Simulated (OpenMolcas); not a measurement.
Ta3+ (d2) in a complex was computed by SS-CASPT2, IPEA 0.25 Eh, imaginary shift 0.1 Eh with the d shell active (OpenMolcas, ANO-RCC-VTZP on the metal). Its lowest spin-free states, and all those of the highest spin:

```
2S+1  Degeneracy  E (cm-1)
   3           1         0
   1           1      6020
   3           1      7960
   1           1      7960
   3           1      8400
   1           1      9180
   3           1      9770
   1           1     11730
   3           1     13200
   1           1     16030
   1           1     18940
   1           1     19580
   3           1     21520
   3           1     53680
   3           1     57960
   3           1     66220
   3           1     73310
```

Task: Is the site octahedral, tetrahedral or cube-like, axial, or of lower symmetry?

Result: The states with 2S+1 = 3 have orbital degeneracies 1, 1, 1, 1, 1, 1, 1, 1, 1, 1. No state of this spin is degenerate, so the site is of lower symmetry, with no axis of order three or more. The run had Ta3+ with 4 ligands (water) in square-planar coordination (D2h) at 1.95 Å. Ligand basis ANO-RCC-VDZP.

The least metal-like active orbital is 65 % on the metal (Löwdin) and no ligand orbital is active, so the numbers are rough. Ligand-to-metal charge-transfer states are missing. With no ligand orbital active B as a rule stays too high, so bands that hang on it stand too high and its fall with covalency is understated. No measured value stands beside these numbers; the geometry was imposed, not optimised, and the real ion may take another.
